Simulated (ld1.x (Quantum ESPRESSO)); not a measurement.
**Configuration tests for Sn (TM)**

- Element: tin (Sn)
- Generator: ld1.x (Quantum ESPRESSO) 7.5
- Type: norm-conserving Troullier–Martins (Kleinman–Bylander form)
- Functional: PBEsol
- Relativity: scalar-relativistic
- Frozen core: [Kr]
- Valence charge: 14
- Reference configuration: 4d10 5s2 5p1 (charge +1)
- Partial waves: 5s (bound): rc 1.75 bohr; 4d (bound): rc 1.35 bohr; 5p (bound): rc 1.80 bohr
- Local potential: the p channel
- Core correction: a·sin(br)/r model core, default radius (core density twice the valence density)

Energies are relative to the spin-unpolarised reference configuration 4d10 5s2 5p1; without spin polarisation the order of configurations can differ from experiment.

```json
{"valence configuration": "4d10 5s2 5p2", "charge": "0", "ΔE all-electron (eV)": "-6.898", "error AE − PS (meV)": "+3.0"}
{"valence configuration": "4d10 5s2 5p0", "charge": "+2", "ΔE all-electron (eV)": "13.972", "error AE − PS (meV)": "-5.1"}
{"valence configuration": "4d10 5s1 5p0", "charge": "+3", "ΔE all-electron (eV)": "44.986", "error AE − PS (meV)": "-31"}
{"valence configuration": "4d9 5s2 5p2", "charge": "+1", "ΔE all-electron (eV)": "25.753", "error AE − PS (meV)": "-351"}
{"valence configuration": "4d9 5s2 5p3", "charge": "0", "ΔE all-electron (eV)": "17.502", "error AE − PS (meV)": "-376"}
```

What are ΔE and the potential's error for 4d10 5s1 5p3?

ΔE = 0.111 eV all-electron; the error (AE − PS) is -0.5 meV.

What are ΔE and the potential's error for 4d10 5s2 5p2.3?

ΔE = -7.750 eV all-electron; the error (AE − PS) is +4.3 meV.

Levels in the configuration 4d10 5s2 5p0:

```
level  all-electron (eV)  pseudo (eV)
   4d            -43.204      -43.188
   5s            -26.160      -26.167
```

Note: ghost state, extra bound levels that the all-electron valence spectrum of the same l lacks: s at -152.1 eV. A true bound ghost makes a file unfit for plane-wave use.
